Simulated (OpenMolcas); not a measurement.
Pd VIII.

```
Program             : OpenMolcas 26.06
Method              : CASSCF
Basis               : ANO-RCC-VDZP [6s5p3d1f]
Scalar Hamiltonian  : DKH2, point nucleus
Active space        : 3 electrons in 5 orbitals (4d)
State averaging     : 2S+1 = 4 even, 10 roots; 2S+1 = 2 even, 40 roots
Spin-orbit coupling : RASSI with atomic mean-field integrals over the reference wave functions, term energies averaged over their components
```

Levels without dynamic correlation, in cm-1 above 4d3 4F 3/2:

| Level | E |
| --- | --- |
| 4d3 4P 3/2 [75 %] | 19128 |
| 4d3 2G 7/2 | 22106 |
| 4d3 2P 1/2 | 28829 |
| 4d3 2H 11/2 | 30500 |
| 4d3 2F 7/2 | 46091 |

On this reference, MS-CASPT2, IPEA 0.25 Eh, imaginary shift 0.1 Eh (closed shells correlated: 4s 4p) puts 4d3 4P 3/2 [75 %] at 16710 cm-1.

Question: Estimate the other levels at that method by one scale factor, and say how well it serves.

Answer: The factor is 16710 / 19128 = 0.874. Scaled values beside those that MS-CASPT2 gives:
| Level | Scaled | MS-CASPT2 | Miss (%) |
| --- | --- | --- | --- |
| 4d3 2G 7/2 | 19321 | 20600 | -6.2 |
| 4d3 2P 1/2 | 25197 | 26400 | -4.6 |
| 4d3 2H 11/2 | 26657 | 29690 | -10.2 |
| 4d3 2F 7/2 | 40284 | 42330 | -4.8 |
For these levels the scaled values miss MS-CASPT2 by up to 10.2 %, as correlation changes each term by its own factor, spin-orbit parts do not scale and CASPT2 has its own spread within terms. This holds within one configuration; levels of others move differently, and the target method has errors of its own against measurement.

CASPT2 does not keep the components of a term degenerate, so their means are used; among the terms shown or strongly mixed into the levels shown the widest spread is 710 cm-1 (4d3 4F, MS-CASPT2). The basis is small and was not contracted for so high a charge. Without dynamic correlation excited terms often stand tens of per cent too high (terms of higher spin than the ground term too low), and those without a measured partner can miss by more than the paired ones (holds for CASSCF). Only configurations of the active space appear.

A share in square brackets marks a mixed level and gives the weight of the term that names it, the lowest over the columns.
